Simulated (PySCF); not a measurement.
## Ionisation energy of Xe²⁺ by level of theory

Xe²⁺ [Kr] 4d10 5s2 5p4 (3P) → Xe³⁺ [Kr] 4d10 5s2 5p3 (4S), as a difference of total energies. All numbers are calculated (PySCF 2.14, a scalar-relativistic core potential, in def2-QZVPPD with the def2 core potential (28 electrons) (8s7p5d4f1g, 91 functions)). Correlated levels: valence: 4s2 4p6 4d10 frozen. The calculations carry no spin-orbit coupling.

Question: Order these methods by the ionisation energy they give, lowest first.
A. SCS-MP2 (valence)
B. CCSD(T) (valence)
C. MP2 (valence)
D. UHF

Answer: D (29.377 eV), C (30.140 eV), A (30.231 eV), B (30.319 eV).

The reference lies between the lowest fine-structure levels, while these numbers refer to the centres of the terms.

Errors of the correlated levels include the incompleteness of this basis and the frozen core.

For comparison: 31.05 ± 0.04 eV (semi-empirical (NIST evaluation); NIST Atomic Spectra Database, ionization energies).
